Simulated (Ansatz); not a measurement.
Ansatz results at the PBE0-D4/def2-TZVP geometry: zero-point energy (PBE0-D4/def2-TZVP) 193.7 kJ/mol; HOMO–LUMO gap (ωB97M-V/def2-TZVPP) 8.35 eV; ideal-gas entropy at 298 K and 1 bar (rigid rotor, harmonic PBE0-D4/def2-TZVP) 381 J/(mol·K).

Each molecule was computed in one conformer, which needn't be the lowest.

**Question.** Which molecule gave them?
A. `C=C([SiH3])[SiH2]C`
B. `O/C(F)=[CH]\[GeH3]`
C. `C=[N][Al]1[O][B]1C`
D. `B1PP1`

**Answer.** C. The others give `C=C([SiH3])[SiH2]C`: 292.4, 11.46, 380; `O/C(F)=[CH]\[GeH3]`: 163.9, 11.45, 361; `B1PP1`: 78.6, 9.04, 278.
